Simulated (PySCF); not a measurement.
PBE on Cu⁻ (copper, charge -1), [Ar] 3d10 4s2, closed-shell 1S. Computed with PySCF 2.14 in x2c-TZVPPall with one added diffuse shell each of s, p, d, f type (7s6p5d3f1g, 80 functions), with the spin-free X2C one-electron Hamiltonian (Gaussian nucleus).

```
cycle= 1 E= -1654.23613313528  delta_E= 0.298  |g|= 1.35  |ddm|= 0.743
cycle= 2 E= -1652.6053827134  delta_E= 1.63  |g|= 3.44  |ddm|= 1.85
cycle= 3 E= -1654.48926357914  delta_E= -1.88  |g|= 0.577  |ddm|= 1.26
cycle= 4 E= -1654.5403297486  delta_E= -0.0511  |g|= 0.361  |ddm|= 0.747
cycle= 5 E= -1654.57569677619  delta_E= -0.0354  |g|= 0.0821  |ddm|= 0.447
cycle= 6 E= -1654.57852096621  delta_E= -0.00282  |g|= 0.00273  |ddm|= 0.131
cycle= 7 E= -1654.57852207434  delta_E= -1.11e-06  |g|= 0.00155  |ddm|= 0.00586
cycle= 8 E= -1654.57852254584  delta_E= -4.71e-07  |g|= 8.49e-05  |ddm|= 0.000618
cycle= 9 E= -1654.57852254843  delta_E= -2.59e-09  |g|= 9.66e-07  |ddm|= 0.000109
cycle= 10 E= -1654.57852254843  delta_E= -1.59e-12  |g|= 2.42e-08  |ddm|= 9.03e-07
converged SCF energy = -1654.57852254843  <S^2> = -2.1316282e-14  2S+1 = 1
```

Highest occupied orbital energy: 1.244 eV; ⟨L²⟩ = 0.00; populations by l: s 8.00, p 12.00, d 10.00, f 0.00.

(1) Can this result be used?

Answers

(1) With care. The run converged. At PBE the highest occupied level has a positive energy, so only the finite basis holds that electron; in a semilocal or global hybrid functional this comes from self-interaction and does not mean that the real anion is unbound.
